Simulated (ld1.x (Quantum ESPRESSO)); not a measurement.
**Before and after: TM potential for cobalt (Co)**

cobalt (Co), norm-conserving Troullier–Martins (Kleinman–Bylander form), made with ld1.x (Quantum ESPRESSO) 7.5 (LDA (PZ), scalar-relativistic). Core [Ne] 3s2, reference 3p6 3d7 4s2 4p0. Waves: 4s (bound): rc 1.60 bohr; 3p (bound): rc 1.20 bohr; 3d (bound): rc 1.70 bohr. Local part: all-electron potential smoothed inside 1.00 bohr (lloc = -1). Core correction: none.

Change: wave 4s (bound): rc 1.60 bohr becomes 4s (bound): rc 1.52 bohr.

Cutoffs: the cutoffs (Ry, on a coarse ladder) from which the occupation-weighted sum of valence levels, in a spherical-Bessel basis at the reference potential, stays within 10 and 1 mRy of its value at 400 Ry; they do not see the model core or the augmentation charge, which bear on the density cutoff. Errors are all-electron minus pseudo energies relative to the spin-unpolarised reference configuration.

Task: How do hardness, ghosts and transferability respond?

Result: The potential gets neither clearly harder nor softer (100 Ry and 160 Ry → 100 Ry and 160 Ry); both files keep a bound ghost (s); of the 9 tests that both files solve, the error grows in 0 and shrinks in 4 by more than 15 % and 0.3 meV (median size 15.9 → 10.6 meV); the range in which the s phases agree widens (upper end 1.0 → 2.2). Less of the atom is replaced, so other configurations are described better.

```csv
quantity,base,changed
"cutoff, loose",100 Ry,100 Ry
"cutoff, tight",160 Ry,160 Ry
loose cutoff by channel (10 mRy a level),"s 21 Ry, p 70 Ry, d 80 Ry","s 30 Ry, p 70 Ry, d 80 Ry"
bound ghosts,s,s
"error for 3p6 3d7 4s1 4p0, meV [ΔE 9.30 eV]",-0.4,+0.5
"error for 3p6 3d7 4s0 4p0, meV [ΔE 26.38 eV]",-4.6,+2.0
"error for 3p6 3d6 4s0 4p0, meV [ΔE 62.57 eV]",+37,+23
"error for 3p6 3d7 4s1.5 4p0, meV [ΔE 3.72 eV]",-0.2,0.0
"error for 3p6 3d7 4s0 4p1, meV [ΔE 14.75 eV]",-16,-11
"error for 3p6 3d7 4s1 4p1, meV [ΔE 4.43 eV]",-6.2,-5.2
"error for 3p6 3d6 4s2 4p1, meV [ΔE 9.77 eV]",+36,+34
"error for 3p6 3d7 4s2 4p0 (spin-polarised), meV [ΔE -1.98 eV]",+353,+353
"error for 3p6 3d7 4s1 4p0 (spin-polarised), meV [ΔE 6.72 eV]",+354,+354
s: phases at 1.84 bohr within 0.05 rad from the reference energy up to (Ry; the scan ends near 5),1.0,2.2
p: phases at 1.84 bohr within 0.05 rad from the reference energy up to (Ry; the scan ends near 5),to the end of the scan,to the end of the scan
d: phases at 1.84 bohr within 0.05 rad from the reference energy up to (Ry; the scan ends near 5),2.3,2.3
```

 A true bound ghost makes a file unfit for plane-wave use even where its test errors are small: the radial tests pick states by their node count and pass the ghost by.
